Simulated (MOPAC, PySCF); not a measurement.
CH3N, SMILES `C=N`, neutral singlet in the gas phase. 

Cartesian coordinates (Å):
```xyz
5

C     -0.3873    -0.0424     0.0221
N      0.7924    -0.4834     0.0774
H     -1.2157    -0.7312     0.1974
H     -0.6581     0.9979    -0.1919
H      1.4688     0.2590    -0.1051
```
Charge 0, spin multiplicity 1.

All levels are single points at this geometry (PBE0-D3(BJ)/def2-TZVP); Pople sets use spherical d functions. Orbital energies aren't observables, and empty levels follow the basis.

M06-2X/6-31G* in PySCF gives gap (eV) = 10.20.

Estimate the gap (eV) from each of these levels: PBE-D3(BJ)/def2-TZVP in PySCF; TPSSh-D3(BJ)/def2-TZVP in PySCF; B3LYP/3-21G in PySCF; B3LYP/6-311+G** in PySCF; PBE/6-31G* in PySCF; SVWN5/6-31G* in PySCF; HF/3-21G in PySCF; HF/6-31G* in PySCF; HF/STO-3G in PySCF; AM1 in MOPAC; PM3 in MOPAC; PM7 in MOPAC.


```json
[
 {"level": "PBE-D3(BJ)/def2-TZVP in PySCF", "gap (eV)": "4.60"},
 {"level": "TPSSh-D3(BJ)/def2-TZVP in PySCF", "gap (eV)": "6.05"},
 {"level": "B3LYP/3-21G in PySCF", "gap (eV)": "6.80"},
 {"level": "B3LYP/6-311+G** in PySCF", "gap (eV)": "6.71"},
 {"level": "PBE/6-31G* in PySCF", "gap (eV)": "4.73"},
 {"level": "SVWN5/6-31G* in PySCF", "gap (eV)": "4.52"},
 {"level": "HF/3-21G in PySCF", "gap (eV)": "16.01"},
 {"level": "HF/6-31G* in PySCF", "gap (eV)": "16.07"},
 {"level": "HF/STO-3G in PySCF", "gap (eV)": "17.88"},
 {"level": "AM1 in MOPAC", "gap (eV)": "12.05"},
 {"level": "PM3 in MOPAC", "gap (eV)": "11.18"},
 {"level": "PM7 in MOPAC", "gap (eV)": "11.28"}
]
```
